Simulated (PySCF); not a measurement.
## Radial density of Ca⁺ (calcium, charge +1)

UHF, [Ar] 3d1, 2D determinant (an excited configuration). Computed with PySCF 2.14 in aug-cc-pVQZ-X2C, with scalar relativity by spin-free X2C-1e.

```json
{"r (bohr)": "0.00100", "4πr²ρ (e/bohr)": "0.08391", "4πr²(ρα − ρβ)": "0.0000"}
{"r (bohr)": "0.00169", "4πr²ρ (e/bohr)": "0.2205", "4πr²(ρα − ρβ)": "0.0000"}
{"r (bohr)": "0.00284", "4πr²ρ (e/bohr)": "0.5700", "4πr²(ρα − ρβ)": "0.0000"}
{"r (bohr)": "0.00478", "4πr²ρ (e/bohr)": "1.433", "4πr²(ρα − ρβ)": "-0.0001"}
{"r (bohr)": "0.00804", "4πr²ρ (e/bohr)": "3.433", "4πr²(ρα − ρβ)": "-0.0001"}
{"r (bohr)": "0.0135", "4πr²ρ (e/bohr)": "7.567", "4πr²(ρα − ρβ)": "-0.0003"}
{"r (bohr)": "0.0228", "4πr²ρ (e/bohr)": "14.47", "4πr²(ρα − ρβ)": "-0.0005"}
{"r (bohr)": "0.0383", "4πr²ρ (e/bohr)": "21.82", "4πr²(ρα − ρβ)": "-0.0007"}
{"r (bohr)": "0.0644", "4πr²ρ (e/bohr)": "22.78", "4πr²(ρα − ρβ)": "-0.0007"}
{"r (bohr)": "0.108", "4πr²ρ (e/bohr)": "17.38", "4πr²(ρα − ρβ)": "-0.0014"}
{"r (bohr)": "0.182", "4πr²ρ (e/bohr)": "20.97", "4πr²(ρα − ρβ)": "-0.0011"}
{"r (bohr)": "0.306", "4πr²ρ (e/bohr)": "23.02", "4πr²(ρα − ρβ)": "0.0182"}
{"r (bohr)": "0.515", "4πr²ρ (e/bohr)": "8.493", "4πr²(ρα − ρβ)": "0.0960"}
{"r (bohr)": "0.867", "4πr²ρ (e/bohr)": "7.353", "4πr²(ρα − ρβ)": "0.2426"}
{"r (bohr)": "1.46", "4πr²ρ (e/bohr)": "5.319", "4πr²(ρα − ρβ)": "0.3586"}
{"r (bohr)": "2.45", "4πr²ρ (e/bohr)": "0.8314", "4πr²(ρα − ρβ)": "0.2812"}
{"r (bohr)": "4.12", "4πr²ρ (e/bohr)": "0.1010", "4πr²(ρα − ρβ)": "0.0936"}
{"r (bohr)": "6.94", "4πr²ρ (e/bohr)": "0.006198", "4πr²(ρα − ρβ)": "0.0062"}
{"r (bohr)": "11.7", "4πr²ρ (e/bohr)": "3.956e-05", "4πr²(ρα − ρβ)": "0.0000"}
```

Densities and radii are taken from the X2C orbitals without a picture-change correction, which distorts them close to the nucleus.
